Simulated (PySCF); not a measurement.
Frontier levels across methods

C6H4N2.
Structure used (PBE0-D3(BJ)/def2-SVP), in Å, numbered top down from 1:
```
atom  x, y, z in Å
N1     3.225    0.442   -0.088
C2     2.074    0.311   -0.111
C3     0.650    0.149   -0.140
C4    -0.195    1.265   -0.122
C5    -1.570    1.044   -0.151
N6    -2.121   -0.165   -0.194
C7    -1.312   -1.221   -0.211
C8     0.078   -1.128   -0.186
H9     0.214    2.276   -0.086
H10   -2.258    1.897   -0.138
H11   -1.791   -2.205   -0.247
H12    0.704   -2.022   -0.201
```

Basis pcSseg-1 throughout (PySCF), one geometry. Geometry: PBE0-D3(BJ)/def2-SVP; no solvent, vibrations or thermal averaging.

Problem. How do the orbital energies, the gap and the dipole change with the method?

Solution. 
```
   method           kind  HOMO (eV)  LUMO (eV)  gap (eV)  μ (D)  SCF cycles
     BLYP            GGA      -6.38      -2.91      3.47   1.95          16
      PBE            GGA      -6.50      -3.09      3.41   1.94          16
      KT2            GGA      -6.75      -3.05      3.70   1.98          16
    B97-2  global hybrid      -7.87      -2.30      5.58   2.01          14
     PBE0  global hybrid      -8.15      -2.26      5.89   2.00          14
 mPW1PW91  global hybrid      -8.19      -2.28      5.92   2.01          14
BHandHLYP  global hybrid      -9.24      -1.23      8.01   2.08          14
       HF   Hartree–Fock     -10.31       1.31     11.63   2.21          13
```

The HOMO spans 3.94 eV, from BLYP down to HF, and the gap runs from 3.41 eV (PBE) to 11.63 eV (HF). Over the methods BLYP (0 %), PBE (0 %), KT2 (0 %), B97-2 (21 %), PBE0 (25 %), mPW1PW91 (25 %), BHandHLYP (50 %), HF (100 %), a straight line through the gap against the share of exact exchange rises by 0.82 eV for each 10 % (correlation coefficient 0.997). The dipole ranges from 1.94 D (PBE) to 2.21 D (HF). This basis has no diffuse functions.

The vertical ΔSCF ionisation energy at CAM-B3LYP/def2-SVPD is 10.22 eV; −ε(HOMO) comes closest to it with HF (10.31 eV).
